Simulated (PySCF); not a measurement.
## Ag (silver, neutral) across methods

[Kr] 4d9 5s1 5p1, one real determinant (an excited configuration). Computed with PySCF 2.14 in x2c-QZVPPall with one added diffuse shell each of s, p, d, f, g type (14s9p8d5f3g, 143 functions), with the spin-free X2C one-electron Hamiltonian (Gaussian nucleus).

```
method  E (hartree)  mean ε 4d β (eV)  mean ε 5s α (eV)  mean ε 5p α (eV)  Σ⟨r²⟩ (bohr²)   ⟨S²⟩
   PBE     -5314.78           -11.771            -7.155            -2.618          59.81  3.751
   LDA     -5309.68           -11.925            -7.391            -2.668          59.24  3.751
   UHF  -5312.66766           -18.881           -10.113            -5.192          59.93  3.753
r2SCAN     -5315.20           -12.018            -7.391            -2.795          58.60  3.753
  PBE0     -5314.86           -13.752            -8.034            -3.324          59.28  3.751
```

⟨L²⟩ = 8.02 against 12 for a pure F term, so this real determinant mixes terms.
